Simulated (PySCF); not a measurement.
Ionisation energy along the 5-electron series

Calculated with PySCF 2.14 and a two-component X2C-1e Hamiltonian (Gaussian nucleus, no Breit or QED terms), each ion in its own even-tempered basis scaled to its charge; GMP2 freezes nothing and drops the highest virtual spinors. Values in eV. NIST values: (m) measured, (s) semi-empirical, (t) theoretical.

```
ion  configuration  GHF (spin-free)  GMP2 (spin-free)  GHF (screened spin-orbit)  GMP2 (screened spin-orbit)        NIST
N²⁺   [He] 2s2 2p1           47.318            47.569                     47.333                      47.583  47.445 (s)
O³⁺   [He] 2s2 2p1           77.354            77.593                     77.386                      77.624  77.413 (m)
F⁴⁺   [He] 2s2 2p1           114.26            114.47                     114.32                      114.53  114.25 (s)
```

Between Z = 7 and Z = 9 the GMP2 (screened spin-orbit) value grows as Z to the power 3.50.
